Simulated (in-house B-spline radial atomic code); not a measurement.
# Ionising F⁵⁺ with different functionals

Computed with a B-spline radial code for spherical atoms: scalar-relativistic (spin-free X2C) Hamiltonian, Fermi nucleus of rms radius 2.8976 fm, spin-polarised at highest spin, spherical fractional occupations for the functionals, and exact exchange of hybrids averaged over the configuration. The ionisation energy is the difference of two self-consistent energies, [He] 2s2 → [He] 2s1, without Breit or QED terms; ε is the level of the shell that loses the electron (its least bound occupied spin orbital).

| method | rung | ΔSCF (eV) | -ε(2s) (eV) |
| --- | --- | --- | --- |
| PBE0 | global hybrid | 155.61 | 146.99 |
| B3LYP | global hybrid | 155.78 | 146.54 |
| TPSSh | global hybrid | 155.69 | 145.75 |
| BHandHLYP | global hybrid | 155.49 | 149.75 |
| r2SCAN0 | global hybrid | 154.95 | 147.35 |
| B97-1 | global hybrid | 155.89 | 146.58 |
| HSE06 | range-separated hybrid | 155.61 | 146.55 |
| wB97X | range-separated hybrid | 154.40 | 149.53 |
| CAM-B3LYP | range-separated hybrid | 155.67 | 148.50 |
| LC-wPBE | range-separated hybrid | 155.85 | 149.86 |

**Question.** Among the functionals, which spreads more, the ΔSCF values or the orbital energies?

**Answer.** The orbital energies: ΔSCF values span about 1.49 eV and the orbital energies 4.11 eV.

**Question.** How do they compare with the NIST value?

**Answer.** NIST lists 157.163 eV (measured, ground level to ground level). Errors run from -2.76 to -1.27 eV; B97-1 is closest (-1.27 eV), but part of that can be cancellation, since the calculations leave out Breit-QED terms, the near-degeneracy of s² and p².
